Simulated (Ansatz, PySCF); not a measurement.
MnF₂, SMILES [F][Mn][F] (connectivity only; charge and spin as stated), neutral, multiplicity 6. Atoms are numbered in the order given.

```xyz
3

Mn     0.0000     0.0000    -0.0298
F      0.0000    -1.7976    -0.0297
F      0.0000     1.7976    -0.0297
```
Charge 0, spin multiplicity 6.

Coordinates come from a B3LYP-D3(BJ)/def2-TZVP optimisation. The spin state was assumed, not searched. The isomer is the one that the SMILES or the coordinates give; other isomers of the formula were not compared.

Two levels are set side by side: PBE-D3(BJ)/def2-TZVP (Ansatz, a first-principles code) and B3LYP-D3(BJ)/def2-TZVP (Ansatz). Each level has its own optimised geometry; the coordinates shown are those of the second. Frequencies come from the Hessian of PySCF at each geometry. Differences are taken from unrounded values.

| quantity | B3LYP-D3(BJ) | PBE-D3(BJ) | PBE-D3(BJ) minus B3LYP-D3(BJ) |
|---|---|---|---|
| mean bond length (Å) | 1.798 | 1.790 | -0.007 |
| bond Mn1–F2 (Å) | 1.798 | 1.790 | -0.007 |
| bond Mn1–F3 (Å) | 1.798 | 1.790 | -0.007 |
| highest harmonic wavenumber (cm⁻¹) | 724 | 720 | -5 |
| mean harmonic wavenumber (cm⁻¹) | 387 | 382 | -5 |
| zero-point energy (kcal/mol) | 2.21 | 2.18 | -0.03 |

On these quantities the two levels nearly agree.
